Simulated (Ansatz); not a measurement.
A made-up structure of AlHIO, doublet:

```xyz
4
angstrom
O -0.1491 0.1354 -0.0977
Al -1.4576 -0.9238 0.2768
I 1.6667 -0.5487 0.5636
H -0.3155 0.9620 -0.5772
```

It is relaxed with PBE-D4/def2-SVP and then PBE0-D4/def2-TZVP (Ansatz 0.2.0). Atoms count as bonded within 1.22 times the sum of their covalent radii (H–H: 0.88 Å). The end point is not checked to be a true minimum.

Q: Does its bonding change? (Judge from chemistry; the calculation decides.)

A: The calculation gives: Yes. Formed: none; broken: O1–I3.

Where it ends: The first stage lowers the energy by 3.08 eV in 14 steps. It ends as AlHIO ([OH][Al][I]):
O1  (-0.405, 0.760, -0.485)
Al2  (-0.427, -0.726, 0.330)
I3  (1.762, -1.599, 1.156)
H4  (-1.186, 1.189, -0.835)
(Å)

Labels in which every atom is bracketed show which atoms are joined, not bond orders.

For scale, one of the runs: PBE0-D4/def2-TZVP relaxation, 124 basis functions, launched by `ansatz run in.yaml --threads 2 --pin off --events-out ev --progress --plain --max-ram 4352MiB`. The run took about 22 s on 2 CPU threads of an Arm Neoverse V2 (shared host).
